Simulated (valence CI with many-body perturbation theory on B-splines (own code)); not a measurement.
Results of a calculation; reference values are marked as such.
Kr V: what the settings do

Level of theory: valence CI with perturbative core correlation (CI+MBPT): four valence electrons over a frozen Dirac-Fock core [Ar] 3d10, a basis of 6 s, 6 p, 5 d, 3 f, 1 g functions for each j, with the one-electron correlation potential Σ1, the two-electron term Σ2, the three-electron term Σ3, Breit, model QED; selected CI, second order for the rest, scaled by the run's own slope (own B-spline code, finite nucleus).

Set against measurement, 22 paired levels are off by 206 cm⁻¹ on average, the worst by 958. These come from a selection out of Saloman, J. Phys. Chem. Ref. Data 36, 215 (2007). Levels without a partner in it may be off by more.

The reference run has the lowest level 4s²4p² ³P_0 and an ionisation energy of 64.3213 eV. Its largest variational space holds 10021 state functions.

Names give the largest LS component (configuration and term), which can be under half, so a name can repeat, a term be missing and a line seem to break the LS rules; names also repeat where a configuration has a term twice.

Changed runs:
A. Breit term on → off; Davidson tolerance 2e-05 → 0.001
B. core polarisation of operators on → off; highest l with Σ1, explicit Σ2 and valence Breit (higher l get mean screening factors) 3 → 1
C. shift of the energy in Σ1 (hartree) 0 → 0.711
D. correlating orbitals by l 3 3 3 2 1 → 0 0 0 0 0 (bad on purpose)

Excitation energies of the reference run in cm⁻¹, and shifts in cm⁻¹:

```csv
Level,Reference,A,B,C,D
4s²4p² ³P_1,3728,+89,+16,+7.8,-92
4s²4p² ³P_2,7588,+145,+30,+14,+34
4s²4p² ¹D_2,19838,+182,+144,+26,+1537
4s²4p² ¹S_0,39429,+182,-306,+38,+2128
4s4p³ ⁵S°_2,97211,+97,-331,+61,-2627
4s4p³ ³D°_1,129427,+106,+158,+119,+142
4s4p³ ³D°_2,129552,+110,+156,+119,+159
4s4p³ ³D°_3,130785,+157,+181,+122,+157
4s4p³ ³P°_0,147811,+140,-128,+130,+870
4s4p³ ³P°_1,148168,+159,-125,+132,+848
4s4p³ ³P°_2,148538,+175,-157,+139,+803
4s4p³ ¹D°_2,163210,+242,-678,+247,+982
Ionisation energy (eV),64.3213,+0.0283,-0.0498,+0.0634,-0.1251
```
